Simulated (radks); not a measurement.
Results of a calculation; reference values are marked as such.
Cu IV, configuration [Ne] 3s2 3d(up 4.5, down 4.5) 3p(up 2.5, down 2.5) (fractional occupations, a model configuration).

Level of theory: non-relativistic Kohn-Sham, PBE, spin-polarised, spherical densities, point nucleus (a radial shooting solver on a logarithmic mesh with Libxc functionals).

Energy parts (hartree):
| part | energy |
|---|---|
| total | -1635.27732 |
| kinetic | 1634.16486 |
| electron-nucleus | -3870.44547 |
| Hartree | 666.40763 |
| exchange-correlation | -65.40433 |

Orbitals (lengths in bohr, moments of r in powers of bohr; <r^-3> diverges for s and p1/2; r(max) is where P^2 peaks; r(90%) holds 90 % of the orbital's charge):
| orbital | occ. | eigenvalue (hartree) | r(90%) | <r^2> | r(max) | <r^-3> |
|---|---|---|---|---|---|---|
| 1s | 2 | -323.3454 | 0.0942 | 0.003750 | 0.03488 | - |
| 2s | 2 | -40.01769 | 0.369 | 0.06709 | 0.1997 | - |
| 2p | 6 | -35.31753 | 0.339 | 0.05284 | 0.1594 | 674.9 |
| 3s | 2 | -5.80650 | 1.07 | 0.5883 | 0.6198 | - |
| 3p | 5 | -4.33148 | 1.14 | 0.6427 | 0.6197 | 87.60 |
| 3d | 9 | -1.83906 | 1.43 | 0.9132 | 0.5859 | 9.187 |

The highest occupied level is 3d at -50.043 eV. Virial ratio -V/T = 2.00068. The density falls to 0.001 e/bohr^3 at r = 2.66 bohr. Summed over all electrons, <r^2> = 13.07 bohr^2, which gives a Langevin (diamagnetic) susceptibility term of -10.3 x 10^-6 cm^3/mol. The electron density at the nucleus is 1.664e+04 e/bohr^3.
